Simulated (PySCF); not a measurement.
1-chloro-1,3-difluorobuta-1,2-diene (C₄H₃ClF₂), SMILES CC(F)=C=C(F)Cl. Atoms are numbered in the order given.

```xyz
10

C     -2.3750    -0.0114    -1.4191
C     -1.6040    -0.2317    -0.1606
F     -2.4080    -0.4164     0.9047
C     -0.2985    -0.2604    -0.0204
C      1.0017    -0.2466     0.0767
F      1.7752    -1.3224    -0.0542
Cl     1.9475     1.1776     0.3930
H     -1.7041     0.1393    -2.2738
H     -3.0259    -0.8796    -1.6146
H     -3.0271     0.8704    -1.3061
```
Charge 0, spin multiplicity 1.

The structure is a stationary point at B3LYP-D3(BJ)/def2-SVP.

Computed with PySCF with SMD-PBE0/6-31G*.

Solvation free energies are E(SMD) − E(gas) at the gas-phase geometry, for 1 M in both phases. In vacuum the dipole moment is 2.32 D.

Computed solvation free energies in water, N,N-dimethylformamide, 2-propanol:
```json
[
 {"solvent": "water", "ΔG(solv) (kcal/mol)": "1.7", "its non-electrostatic (CDS) part": "4.6", "dipole (D)": "3.06"},
 {"solvent": "N,N-dimethylformamide", "ΔG(solv) (kcal/mol)": "-2.2", "its non-electrostatic (CDS) part": "0.7", "dipole (D)": "3.04"},
 {"solvent": "2-propanol", "ΔG(solv) (kcal/mol)": "-2.7", "its non-electrostatic (CDS) part": "0.1", "dipole (D)": "3.01"}
]
```
